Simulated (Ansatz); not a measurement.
Calculated with Ansatz (gas phase, PBE0-D4/def2-TZVP geometries, no zero-point term in ΔE). CCSD(T)/CBS adds triple-zeta CCSD(T) − MP2 to the extrapolated MP2 energy (def2 sets, frozen cores). Functionals use def2-TZVPP. B3LYP here is the variant with VWN-RPA as its local correlation; programs differ in this. For Zn outer-core shells are correlated without core-valence functions, which leaves a few kJ/mol of doubt a bond. Scalar relativity is left out up to krypton. One conformer a species, not always the lowest.

Reaction (ligand exchange at a Zn–N bond): `[NH2][Zn][N]1C[SiH2]1` + `CNC` → `C[N](C)[Zn][NH2]` + `C1N[SiH2]1`

`[NH2][Zn][N]1C[SiH2]1`:

```xyz
11

N     2.189   -0.682    2.212
Zn    0.992   -0.243    0.924
N    -0.260    0.123   -0.314
C    -1.633   -0.389   -0.594
Si   -0.919    0.911   -1.663
H     3.049   -1.120    1.913
H     2.419    0.030    2.891
H    -2.398   -0.146    0.143
H    -1.700   -1.421   -0.942
H    -1.341    2.329   -1.553
H    -0.399    0.607   -3.019
```

`CNC`:

Cartesian coordinates in Å:
```
C 1.146 0.154 -0.352
N 0.107 -0.662 0.234
C -1.127 0.062 0.433
H 2.037 -0.451 -0.534
H 1.424 0.947 0.349
H 0.855 0.639 -1.300
H -0.060 -1.473 -0.347
H -0.970 0.850 1.175
H -1.894 -0.610 0.823
H -1.518 0.543 -0.481
```

`C[N](C)[Zn][NH2]`:

Cartesian coordinates in Å:
```
C 1.541 0.715 -0.383
N 0.334 -0.060 -0.296
C 0.277 -1.095 -1.290
Zn -0.964 0.236 0.922
N -2.193 0.630 2.190
H 1.643 1.209 -1.363
H 2.440 0.092 -0.246
H 1.570 1.498 0.380
H 0.319 -0.686 -2.314
H -0.646 -1.675 -1.211
H 1.117 -1.803 -1.197
H -3.087 0.987 1.887
H -2.350 -0.047 2.922
```

`C1N[SiH2]1`:

Z-matrix (Å, degrees):
```
C
Si 1 1.829
N 1 1.494 2 61.5
H 1 1.090 2 117.4 3 107.8
H 1 1.087 2 123.6 3 -101.3
H 2 1.481 1 117.8 3 -107.7
H 2 1.478 1 124.7 3 97.4
H 3 1.009 1 116.0 2 119.2
```

| level | ΔE (kJ/mol) | difference from CCSD(T)/CBS |
| --- | --- | --- |
| LDA (SPW92) | 22.0 | -10.4 |
| BLYP-D4 | 27.3 | -5.1 |
| B97M-V | 31.5 | -0.9 |
| r2SCANh-D4 | 30.5 | -1.9 |
| B3LYP | 31.7 | -0.7 |
| LC-ωPBE | 32.0 | -0.4 |
| MP2/def2-TZVPP | 34.6 | 2.2 |
| CCSD/def2-TZVPP | 34.3 | 1.9 |
| HF/def2-QZVPP | 44.7 | 12.3 |
| CCSD/CBS(def2) | 34.0 | 1.6 |
| CCSD(T)/CBS | 32.4 | 0 |

Largest T1 diagnostic among the species: 0.015.

From PBE to PBE0 (25 % exact exchange), in def2-TZVPP and without D4, ΔE moves by +4.6 kJ/mol. At CCSD(T), def2-SVP lies +5.3 kJ/mol from the extrapolated value and def2-TZVPP +0.3 kJ/mol. In def2-TZVPP, CCSD(T) changes the Hartree–Fock value by −11.3 kJ/mol (the triples alone add −1.6 kJ/mol) and MP2 by −9.5 kJ/mol.

CCSD(T)/CBS has its own doubt, a few kJ/mol and more with outer-core shells, so smaller differences from it don't rank the levels.
